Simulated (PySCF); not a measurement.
# Working out the excitation energy of F(2+)

F(2+) [He] 2s2 2p3 (4S) → F(2+) [He] 2s1 2p4 (4P). All numbers are calculated (PySCF 2.14, the spin-free X2C one-electron Hamiltonian (Gaussian nucleus), in x2c-QZVPPall (7s4p3d2f1g, 57 functions)). Frozen: 1s2. Energies in hartree (1 hartree = 27.21139 eV):

```
            part  F(2+) (lower)  F(2+) (upper)
             UHF     -97.701505     -97.006531
CCSD correlation      -0.121494      -0.121431
             (T)      -0.001420      -0.001623
```

What does Hartree-Fock give?

(-97.006531) − (-97.701505) = 0.694974 hartree = 18.911 eV.

What do CCSD and CCSD(T) give?

The CCSD correlation energies differ by 0.000063 hartree = 0.002 eV and the triples by -0.000203 hartree = -0.006 eV, so CCSD gives 18.913 eV and CCSD(T) 18.907 eV.
